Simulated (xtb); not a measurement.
C₄H₄Se, SMILES c1cc[se]c1. All values are semi-empirical tight-binding results from xtb (GFN2-xTB unless named), good for trends rather than for accurate numbers. Geometry: GFN2-xTB.

Computed properties:
```yaml
point_group_as_xtb_finds_it: C2v
orbital_gap: 3.74 eV
zero_point_energy: 39.6 kcal/mol
G − E(el) at 298.15 K (modified RRHO): 22.2 kcal/mol
static polarisability (D4 model): 71.7 bohr³
solvation energy, GFN2-xTB/ALPB(water): -0.1 kcal/mol
solvation energy, GFN2-xTB/ALPB(ch2cl2): -3.9 kcal/mol
```
